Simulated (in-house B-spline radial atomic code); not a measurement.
# Binding energies in Au⁴⁺

NIST's tabulated ground configuration is [Xe] 4f14 5d7; each binding energy is the energy of the ion with one electron taken from that subshell, relaxed, less that of the parent. All numbers are computed (Dirac-Hartree-Fock, average of configuration; Fermi nucleus of rms radius 5.4371 fm) with a B-spline radial code for spherical atoms, not measured. Energies include first-order Breit, QED and recoil terms.

```
subshell  X-ray name  binding energy (eV)  -ε (eV)  relaxation (eV)
      1s           K              80783.9  81310.4             91.2
      2s          L1              14425.8  14535.5             54.2
   2p1/2          L2              13798.5  13912.1             59.0
   2p3/2          L3              11983.8  12073.3             55.3
      3s          M1               3497.9   3539.2             30.0
   3p1/2          M2               3218.9   3260.6             31.1
   3p3/2          M3               2813.9   2849.3             29.1
      4s          N1                  832    846.6             12.0
   4p1/2          N2                712.7    726.8             11.9
   4p3/2          N3                615.1    626.9             10.7
      5s          O1                176.8    179.8              2.6
   4f5/2          N6                149.3    158.8              9.7
   4f7/2          N7                145.6    154.8              9.5
   5p1/2          O2                135.6    138.2              2.2
   5p3/2          O3                118.6    120.6              1.8
      5d        O4,5                61.05    62.09             1.05
```

Relaxation = -ε minus the binding energy without Breit, QED and recoil terms.

Emission lines follow as differences of binding energies, with λ = 12398.42 eV·Å / E:

```csv
line,holes,energy (eV),wavelength (Å)
K-L3,1s → 2p3/2,68800.1,0.18021
K-L2,1s → 2p1/2,66985.4,0.18509
K-M3,1s → 3p3/2,77970.0,0.15902
L1-M3,2s → 3p3/2,11611.9,1.0677
L3-M1,2p3/2 → 3s,8485.9,1.4611
```

(1) What screening constant σ does Moseley's law, E = (3/4)·13.6057 eV·(Z - σ)², need for K-L3?

Moseley's non-relativistic formula needs a falling, then negative, screening constant for heavy elements, because relativity binds the 1s electron more strongly than the formula allows.

(2) What does it cost to remove both a 5p1/2 and a 5d electron?

(3) What does it cost to remove both a 3s and a 5p3/2 electron?

(4) What does it cost to remove two 4f7/2 electrons?

Results:

(1) σ = -3.11.

(2) 213.36 eV, which is 16.66 eV more than the two single binding energies together.

(3) 3637.9 eV, which is 21.37 eV more than the two single binding energies together.

(4) 322.09 eV, which is 30.89 eV more than the two single binding energies together.
